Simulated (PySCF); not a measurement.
Acid–base and redox partners of FC(F)F. Gas-phase values, no solvent. Strings in code marks are SMILES.

Quantity: vertical detachment energy (energy after one electron is removed minus that of the parent at the parent's geometry), in eV.

Case: `F[C-](F)F`. Geometry of `F[C-](F)F` (charge -1, multiplicity 1, Å):

```xyz
4

F     -0.7086    -1.0527     0.2365
C     -0.0180    -0.0269    -0.5200
F     -0.5581     1.1581     0.1169
F      1.2829    -0.0810     0.1174
```

Q: Predict the vertical detachment energy (energy after one electron is removed minus that of the parent at the parent's geometry) from PBE-D3(BJ)/def2-TZVPD (PySCF).

A: 2.87 eV.
